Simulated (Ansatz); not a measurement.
`C[O][InH][Cl]` and `COBCl` differ in one element.

Ansatz, PBE0-D4/def2-TZVP geometries, multiplicity 1. Each molecule was computed in one conformer, which needn't be the lowest.

Elements past krypton have def2 core potentials.

| property | `C[O][InH][Cl]` |
| --- | --- |
| size of the dipole moment (ωB97M-V/def2-TZVPP) / D | 1.57 |
| HOMO–LUMO gap (PBE0/def2-TZVPP) / eV | 6.27 |
| LUMO energy (B3LYP/def2-TZVPP) / eV | -1.78 |
| HOMO–LUMO gap (PBE/def2-TZVPP) / eV | 4.08 |
| LUMO energy (PBE/def2-TZVPP) / eV | -2.24 |
| size of the dipole moment (B3LYP/def2-TZVPP) / D | 1.50 |

(1) What does the change do to each property? (Best estimate.)

Results:

(1) Ansatz gave: 
```csv
property,`COBCl`,shift
size of the dipole moment (ωB97M-V/def2-TZVPP) / D,2.69,1.12
HOMO–LUMO gap (PBE0/def2-TZVPP) / eV,8.48,2.21
LUMO energy (B3LYP/def2-TZVPP) / eV,-0.52,1.26
HOMO–LUMO gap (PBE/def2-TZVPP) / eV,6.07,1.99
LUMO energy (PBE/def2-TZVPP) / eV,-1.28,0.96
size of the dipole moment (B3LYP/def2-TZVPP) / D,2.69,1.19
```

With PBE0 the HOMO falls by 1.01 eV and the LUMO rises by 1.21 eV, so the gap widens by about 2.22 eV. PBE moves the HOMO by -1.02 eV and ωB97M-V by -0.92 eV. Dipoles are sizes alone; their direction can turn.

B3LYP here is the variant with VWN-RPA as its local correlation; programs differ in this.
